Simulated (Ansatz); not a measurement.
C2H7NSSi can be A, `C=CS[SiH2]N`, or B, `[SiH3]N1CSC1`.

Program: Ansatz. Geometries: PBE0-D4/def2-TZVP. ΔE: electronic, gas phase. CCSD(T)/CBS is the MP2 limit (def2-TZVPP, def2-QZVPP) plus CCSD(T) − MP2 in def2-TZVPP, frozen cores. Functionals use def2-TZVPP. B3LYP here is the variant with VWN-RPA as its local correlation; programs differ in this. One conformer a species, not always the lowest.

A:

Z-matrix (Å, degrees):
```
Si
N 1 1.710
S 1 2.146 2 118.4
H 1 1.481 2 109.1 3 -117.1
H 1 1.484 2 106.2 3 120.2
H 2 1.008 1 119.4 3 -78.3
H 2 1.008 1 119.9 3 64.0
C 3 1.759 1 99.4 2 71.5
C 8 1.327 3 123.5 1 -148.4
H 8 1.087 3 115.8 1 35.0
H 9 1.084 8 120.3 3 -175.9
H 9 1.084 8 121.9 3 3.3
```

B:

Z-matrix (Å, degrees):
```
Si
N 1 1.719
H 1 1.494 2 114.4
H 1 1.486 2 107.6 3 120.0
H 1 1.486 2 107.6 3 -120.0
C 2 1.453 1 128.0 3 -77.4
C 2 1.453 1 127.9 3 77.4
S 6 1.829 2 91.8 1 166.0
H 6 1.094 2 114.2 1 -77.3
H 6 1.096 2 115.1 1 50.4
H 7 1.096 2 115.1 1 -50.4
H 7 1.094 2 114.2 1 77.3
```

Which isomer does CCSD(T)/CBS put lower? Give the gap. (Best estimate.)

The calculation gave: A, by 173.3 kJ/mol.

Give E(B) − E(A) in kJ/mol with PBE-D4, CCSD/def2-TZVPP, B3LYP-D4, PBE0-D4, ωB97M-V, B3LYP, HF/def2-TZVPP. (An estimate is asked.)

Computed: PBE-D4 166.2, CCSD/def2-TZVPP 164.9, B3LYP-D4 174.2, PBE0-D4 160.0, ωB97M-V 165.5, B3LYP 177.5, HF/def2-TZVPP 171.3. None reverses the order clearly.

Largest T1 diagnostic: 0.012.

From PBE to PBE0 (25 % exact exchange), in def2-TZVPP and without D4, E(B) − E(A) moves by −6.7 kJ/mol. The D4 term adds −3.3 kJ/mol with B3LYP and −1.5 kJ/mol with PBE0; it sums over pairs of atoms, weighted by their polarisabilities, and B3LYP, whose exchange is more repulsive, gets the larger term.
